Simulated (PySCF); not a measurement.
# Basis and Hamiltonian dependence of the excitation energy of Be⁺

Be⁺ [He] 2s1 (2S) → Be⁺ [He] 3d1 (2D). All values are computed (PySCF 2.14, energy differences of UHF-based or UKS calculations, no spin-orbit coupling). Values in eV.

| basis | Hamiltonian | functions | UHF | r2SCAN | PBE0 | CCSD(T) (valence and next inner shell) |
| --- | --- | --- | --- | --- | --- | --- |
| x2c-TZVPPall with one added diffuse shell of s type | spin-free X2C | 20 | 15.609 | 14.781 | 14.910 | 15.639 |
| def2-TZVPPD | non-relativistic | 22 | 15.606 | 14.778 | 14.907 | 15.637 |
| aug-cc-pVDZ | non-relativistic | 23 | 12.326 | 11.839 | 11.974 | n/a |
| aug-cc-pCVDZ | non-relativistic | 27 | 12.382 | 11.900 | 12.041 | 12.411 |
| ANO-RCC-VTZP | spin-free X2C | 30 | 15.522 | 14.825 | 14.896 | 15.537 |
| dyall-av2z | non-relativistic | 42 | 12.297 | 11.849 | 11.985 | n/a |
| aug-cc-pVTZ-DK | spin-free X2C | 46 | 12.263 | 11.826 | 11.958 | n/a |
| aug-cc-pVTZ | non-relativistic | 46 | 12.190 | 11.778 | 11.910 | n/a |
| aug-cc-pCVTZ-DK | spin-free X2C | 59 | 12.264 | 11.829 | 11.958 | 12.324 |
| dyall-av3z | non-relativistic | 76 | 12.181 | 11.782 | 11.913 | n/a |
| dyall-av3z | spin-free X2C | 76 | 12.184 | 11.785 | 11.916 | n/a |
| aug-cc-pVQZ | non-relativistic | 80 | 12.159 | 11.754 | 11.885 | n/a |
| aug-cc-pVQZ with one added diffuse shell each of s, p, d, f, g type | non-relativistic | 105 | 12.091 | 11.721 | 11.850 | n/a |
| aug-cc-pCVQZ-DK | spin-free X2C | 109 | 12.161 | 11.760 | 11.890 | n/a |

Frozen in the all-electron rows: valence: 1s2; valence and next inner shell: nothing.

At UHF, x2c-TZVPPall with one added diffuse shell of s type, def2-TZVPPD, ANO-RCC-VTZP lie more than 0.3 eV from the median of the rows with comparable relativity. Of these, x2c-TZVPPall with one added diffuse shell of s type, def2-TZVPPD, ANO-RCC-VTZP have no diffuse functions of the l that the added or promoted electron needs.

Reference for a calculation without spin-orbit coupling: 12.157 eV (measured, between term centres; NIST).
